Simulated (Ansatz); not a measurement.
**A relaxation, step by step**

Si2NH8OF3, closed shell, PBE0-D4/def2-TZVP (Ansatz 0.2.0). Settings:

```yaml
hamiltonian: {xc: pbe0, dispersion: d4}
relax: {f_tol: 0.005, max_steps: 200}
```

Start, a step off a saddle point along its unstable mode:

Si1  (-0.688, 0.004, 1.306)
O2  (0.020, -0.416, -0.739)
Si3  (0.840, -1.734, -1.331)
F4  (0.397, -1.136, 1.591)
F5  (-1.247, 0.264, 2.800)
H6  (-1.936, -0.435, 0.638)
H7  (-0.404, 1.931, -0.587)
N8  (-0.073, 1.579, 0.923)
H9  (-0.162, 0.311, -1.291)
F10  (-0.449, 2.033, -1.345)
H11  (2.246, -1.694, -0.881)
H12  (0.157, -2.945, -0.825)
H13  (0.751, -1.638, -2.810)
H14  (0.944, 1.634, 0.948)
H15  (-0.394, 2.243, 1.603)
(Å)

| step | energy less the last (meV) | largest force component (eV/Å) |
| --- | --- | --- |
| 1 | 1823.0 | 19.440 |
| 4 | 69.9 | 0.385 |
| 7 | 31.7 | 0.338 |
| 10 | 16.9 | 0.097 |
| 13 | 13.7 | 0.048 |
| 16 | 11.1 | 0.116 |
| 19 | 8.4 | 0.098 |
| 22 (rejected trial) | 19.7 | 0.230 |
| 25 (rejected trial) | 5.0 | 0.194 |
| 28 | 2.2 | 0.021 |
| 31 | 1.0 | 0.024 |
| 34 | 0.4 | 0.018 |
| 37 | 0.2 | 0.006 |
| 40 | 0.0 | 0.005 |
| 43 | 0.0 | 0.003 |
| 44 | 0.0 | 0.002 |

Step 13, positions (Å) and forces (eV/Å):

```
atom       x       y       z      Fx      Fy      Fz
 Si1  -0.852   0.106   1.543  -0.019  -0.013   0.044
  O2   0.440  -0.365  -0.833   0.023  -0.034  -0.048
 Si3   0.967  -1.784  -1.507   0.000   0.040   0.026
  F4   0.177  -1.018   1.973  -0.015   0.012  -0.005
  F5  -1.659   0.508   2.857   0.021  -0.008  -0.026
  H6  -1.835  -0.413   0.593   0.010   0.001  -0.002
  H7  -0.605   1.973  -0.408  -0.005  -0.009   0.004
  N8  -0.052   1.573   1.082   0.011  -0.008  -0.035
  H9   0.031   0.307  -1.400  -0.001  -0.006   0.022
 F10  -0.797   1.982  -1.360   0.002   0.002   0.002
 H11   2.426  -1.924  -1.267  -0.030  -0.002  -0.002
 H12   0.256  -2.920  -0.869   0.004   0.012  -0.007
 H13   0.698  -1.775  -2.969   0.002  -0.002   0.013
 H14   0.909   1.437   0.792   0.000   0.018   0.015
 H15  -0.105   2.313   1.771  -0.002  -0.003   0.000
```

Last step (44):

```json
{"atom": "Si1", "x (Å)": "-0.6833", "y (Å)": "0.0916", "z (Å)": "1.5962"}
{"atom": "O2", "x (Å)": "0.5394", "y (Å)": "-0.2878", "z (Å)": "-0.8997"}
{"atom": "Si3", "x (Å)": "0.9066", "y (Å)": "-1.7714", "z (Å)": "-1.5312"}
{"atom": "F4", "x (Å)": "0.4781", "y (Å)": "-0.9102", "z (Å)": "1.9867"}
{"atom": "F5", "x (Å)": "-1.4553", "y (Å)": "0.4478", "z (Å)": "2.9407"}
{"atom": "H6", "x (Å)": "-1.6462", "y (Å)": "-0.5573", "z (Å)": "0.7075"}
{"atom": "H7", "x (Å)": "-0.7844", "y (Å)": "1.9026", "z (Å)": "-0.3967"}
{"atom": "N8", "x (Å)": "-0.0694", "y (Å)": "1.6154", "z (Å)": "1.0453"}
{"atom": "H9", "x (Å)": "-0.0289", "y (Å)": "0.3121", "z (Å)": "-1.4079"}
{"atom": "F10", "x (Å)": "-1.0630", "y (Å)": "1.8582", "z (Å)": "-1.3270"}
{"atom": "H11", "x (Å)": "1.9982", "y (Å)": "-2.3181", "z (Å)": "-0.6944"}
{"atom": "H12", "x (Å)": "-0.2687", "y (Å)": "-2.6811", "z (Å)": "-1.4830"}
{"atom": "H13", "x (Å)": "1.3522", "y (Å)": "-1.6428", "z (Å)": "-2.9437"}
{"atom": "H14", "x (Å)": "0.8789", "y (Å)": "1.5727", "z (Å)": "0.6905"}
{"atom": "H15", "x (Å)": "-0.1541", "y (Å)": "2.3683", "z (Å)": "1.7166"}
```

The run took 64 s on 4 CPU threads of an AMD EPYC 7R13 and a share of one NVIDIA H100 (shared host), with 0.9 GiB of host memory at its peak.
